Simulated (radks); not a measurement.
Coulomb parameter of the 4f shell of the samarium ion Sm2+ in the model configuration [Xe] 4f4 5d2, as a second difference U = [E(n + 0.25) + E(n - 0.25) - 2 E(n)] / (0.25)^2 with all orbitals relaxed. "Bare": the charge of the atom changes with n. "Screened": the 5d shell takes up the change at fixed total charge, which measures U(4f,4f) + U(5d,5d) - 2 U(4f,5d). Method: scalar-relativistic Kohn-Sham, LDA (Slater exchange, Perdew-Wang correlation), spin-unpolarised, spherical densities, finite nucleus; Fermi nuclear charge, rms radius 5.0819 fm; computed with a radial shooting solver on a logarithmic mesh with Libxc functionals.

| case | configuration | E - E(n) (eV) |
|---|---|---|
| start | [Xe] 4f4 5d2 | 0.000 |
| bare +0.25 | [Xe] 4f4.25 5d2 | -6.580 |
| bare -0.25 | [Xe] 4f3.75 5d2 | 7.682 |
| screened +0.25 | [Xe] 4f4.25 5d1.75 | -2.730 |
| screened -0.25 | [Xe] 4f3.75 5d2.25 | 3.078 |

U(bare) = 17.636 eV, U(screened by 5d) = 5.571 eV, against the Slater integral F0(4f,4f) = 29.273 eV with frozen orbitals.
